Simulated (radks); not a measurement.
Values are calculated unless marked as measured or tabulated.
Exchange energies: the exact (Fock) value of the Kohn-Sham orbitals and density-functional approximations, in hartree. Species: P [Ne] 3s2 3p3; Cl2+ [Ne] 3s2 3p3; Ru43+ 1s1. Code: a radial shooting solver on a logarithmic mesh with Libxc functionals. Model: non-relativistic Kohn-Sham, PBE, spin-polarised, spherical densities, point nucleus. Every spin shell is full or empty, so the densities are truly spherical. Functionals are evaluated on that one density, not self-consistently.

| functional | P | Cl2+ | Ru43+ |
|---|---|---|---|
| exact | -22.6052 | -26.8943 | -13.7437 |
| LDA | -20.780 | -24.775 | -11.789 |
| B88 | -22.606 | -26.888 | -13.624 |
| PBE | -22.487 | -26.744 | -13.457 |
| PBEsol | -21.809 | -25.961 | -12.874 |
| PW91 | -22.581 | -26.856 | -13.498 |
| PW86 | -22.730 | -27.019 | -13.695 |
| WC | -22.241 | -26.467 | -13.189 |
| AM05 | -21.013 | -25.040 | -12.230 |
| SOGGA | -21.799 | -25.950 | -12.843 |
| G96 | -22.621 | -26.915 | -13.688 |
| EV93 | -22.910 | -27.207 | -14.252 |
| SCAN | -22.671 | -26.966 | -13.744 |
| MVS | -22.563 | -26.833 | -13.744 |
